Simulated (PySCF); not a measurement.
Potential energy of BeGe along the bond

Set-up: Be pcseg-1, Ge pcseg-1; no relativity (PySCF 2.14). Energies in eV from Be + Ge in their ground configurations at the same level. State: ³Σ⁻ (triplet), unpaired electrons π ↑↑.

| R (Å) | UHF-CCSD | UHF-MP2 | PBE0 |
| --- | --- | --- | --- |
| 1.873 |  | -0.3052 | -0.909 |
| 1.960 | -0.2911 | -0.6527 | -1.208 |
| 2.047 | -0.5073 | -0.8517 | -1.371 |
| 2.113 | -0.6020 | -0.9260 | -1.428 |
| 2.178 | -0.6535 | -0.9501 | -1.443 |
| 2.243 | -0.6724 | -0.9362 | -1.427 |
| 2.330 | -0.6610 | -0.8765 | -1.369 |
| 2.439 | -0.6090 | -0.7656 | -1.260 |
| 2.570 | -0.5192 | -0.6169 | -1.103 |
| 2.744 |  | -0.4288 | -0.887 |

Question: Put a parabola through the three lowest points of the UHF-CCSD curve and estimate Re, k and ωe (reduced mass 8.033 u; 1 eV/Å² = 0.16022 mdyn/Å; ωe = 1302.8·√(k/μ) cm⁻¹).

Answer: Through R = 2.178, 2.243, 2.33 Å the second-order coefficient is 2.78 eV/Å², so Re ≈ 2.263 Å, k ≈ 0.889 mdyn/Å and ωe ≈ 433 cm⁻¹. A polynomial fit of higher order to the unrounded UHF-CCSD energies gives Re = 2.259 Å, k = 0.842 mdyn/Å, ωe = 422 cm⁻¹; anharmonicity and rounding make the difference.

The higher-order fit for each curve: UHF-CCSD: Re = 2.259 Å, ωe = 422 cm⁻¹, De = 0.67 eV; UHF-MP2: Re = 2.184 Å, ωe = 542 cm⁻¹, De = 0.95 eV; PBE0: Re = 2.173 Å, ωe = 506 cm⁻¹, De = 1.44 eV.

Correlated steps freeze 9 core orbitals. Correlated levels converge slowly with the basis: in double zeta they bind strong bonds too weakly, by up to about 1 eV, and carry superposition errors of some tenths. Spin–orbit coupling is left out. The state was picked by a PBE0 search and need not be the measured ground state.
